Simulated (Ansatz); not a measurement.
Geometry optimisation, RKS PBE-D4/def2-SVP (Ansatz).

The input (input.yaml):

```yaml
crystal:
  periodic: [false, false, false]
  atoms:
    - { symbol: C, position_ang: [-1.1787, 0.8716, 1.6707] }
    - { symbol: C, position_ang: [0.1817, 1.0351, 1.1032] }
    - { symbol: Se, position_ang: [0.01066, 1.66414, -0.72047] }
    - { symbol: B, position_ang: [-0.23724, 3.5462, -0.24302] }
    - { symbol: Si, position_ang: [1.20404, 4.78107, 0.05497] }
    - { symbol: H, position_ang: [-1.7149, 1.9298, 1.6562] }
    - { symbol: H, position_ang: [-1.1686, 0.5366, 2.705] }
    - { symbol: H, position_ang: [-1.7912, 0.2424, 1.0269] }
    - { symbol: H, position_ang: [0.79028, 1.69949, 1.69475] }
    - { symbol: H, position_ang: [0.69451, 0.02847, 1.09295] }
    - { symbol: H, position_ang: [-1.41988, 3.92802, -0.02766] }
    - { symbol: H, position_ang: [0.71173, 6.06481, 0.44792] }
    - { symbol: H, position_ang: [1.93706, 4.88954, -1.14449] }
    - { symbol: H, position_ang: [2.05157, 4.20821, 1.12825] }
basis:
  gaussian: { orbitals: def2-SVP }
hamiltonian:
  xc: pbe
  dispersion: d4
relax:
  f_tol: 0.015
  max_steps: 40
```

Command:

```bash
$ ansatz run input.yaml --threads 2 --pin off --max-ram 3072MiB --backend cpu --events-out ev --progress --plain --runs-dir out
```

Q: Where does it end, and by what steps?

A: It converged. The force dipped under the threshold on the way, but the program's further checks kept it going. After 30 steps the energy has fallen by 1.678 eV; H11 moved furthest, 2.09 Å.

```json
{"step": "0", "energy less start (eV)": "0.0000", "largest force component (eV/Å)": "2.696", "accepted": "yes"}
{"step": "2", "energy less start (eV)": "-0.6459", "largest force component (eV/Å)": "0.347", "accepted": "yes"}
{"step": "4", "energy less start (eV)": "-0.9062", "largest force component (eV/Å)": "0.646", "accepted": "yes"}
{"step": "6", "energy less start (eV)": "-1.2278", "largest force component (eV/Å)": "0.343", "accepted": "yes"}
{"step": "8", "energy less start (eV)": "-1.4731", "largest force component (eV/Å)": "0.316", "accepted": "yes"}
{"step": "10", "energy less start (eV)": "-1.6263", "largest force component (eV/Å)": "0.092", "accepted": "yes"}
{"step": "12", "energy less start (eV)": "-1.6480", "largest force component (eV/Å)": "0.102", "accepted": "yes"}
{"step": "14", "energy less start (eV)": "-1.6526", "largest force component (eV/Å)": "0.029", "accepted": "yes"}
{"step": "16", "energy less start (eV)": "-1.6584", "largest force component (eV/Å)": "0.127", "accepted": "yes"}
{"step": "18", "energy less start (eV)": "-1.6699", "largest force component (eV/Å)": "0.039", "accepted": "yes"}
{"step": "20", "energy less start (eV)": "-1.6730", "largest force component (eV/Å)": "0.053", "accepted": "yes"}
{"step": "22", "energy less start (eV)": "-1.6743", "largest force component (eV/Å)": "0.031", "accepted": "yes"}
{"step": "24", "energy less start (eV)": "-1.6759", "largest force component (eV/Å)": "0.061", "accepted": "yes"}
{"step": "26", "energy less start (eV)": "-1.6775", "largest force component (eV/Å)": "0.020", "accepted": "yes"}
{"step": "28", "energy less start (eV)": "-1.6779", "largest force component (eV/Å)": "0.026", "accepted": "yes"}
{"step": "30", "energy less start (eV)": "-1.6782", "largest force component (eV/Å)": "0.011", "accepted": "yes"}
```

```xyz
14
Properties=species:S:1:pos:R:3
C -0.805 1.318 1.984
C 0.040 0.916 0.784
Se -0.668 1.617 -0.938
B -0.178 3.450 -0.937
Si 0.846 4.458 0.473
H -0.821 2.419 2.119
H -0.389 0.873 2.912
H -1.854 0.975 1.882
H 1.085 1.271 0.870
H 0.063 -0.183 0.644
H -0.574 4.023 -1.936
H -0.118 5.265 1.313
H 1.813 5.435 -0.149
H 1.632 3.588 1.425
```

Whether the end is a true minimum wasn't checked by a vibrational analysis.

Time of the run: 36 s on 2 threads of AMD EPYC 9R45 96-Core Processor (Zen 5), on a shared host, peak memory 0.21 GiB.
